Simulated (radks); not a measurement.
Fractional charge and spin in the 5d shell of thallium: the spin-up occupation runs from 4 to 5 and the spin-down occupation from 4 to 5; the fullest corner is Tl2+, [Xe] 4f14 6s(up 0.5, down 0.5) 5d(up 5, down 5). Calculated with a radial shooting solver on a logarithmic mesh with Libxc functionals: scalar-relativistic Kohn-Sham, BLYP, spin-polarised, spherical densities, point nucleus. Energy (eV) above the fullest corner. The planes named below are the two flat planes that join the four corners, with an edge along up + down = one added electron.

down \ up       4    4.25     4.5    4.75       5
4          94.895  79.726  65.507  52.223  39.861
4.25       79.726  65.552  52.312  39.993  28.581
4.5        65.507  52.312  40.037  28.667  18.187
4.75       52.223  39.993  28.667  18.230   8.666
5          39.861  28.581  18.187   8.666   0.000

Corners above the fullest one (they belong to Tl3+ and the next ion): (up 5, down 4) 39.861 eV, (up 4, down 5) 39.861 eV, (up 4, down 4) 94.895 eV. With half an added electron in each spin the energy lies 0.176 eV from the planes, and with half an added electron in spin up alone -1.871 eV. The planes are only a guide here: the flat-plane condition holds for ground states with one frontier orbital, while this shell lies below other occupied shells, so the corners above the fullest one are inner-hole states and not the ground states of those ions.
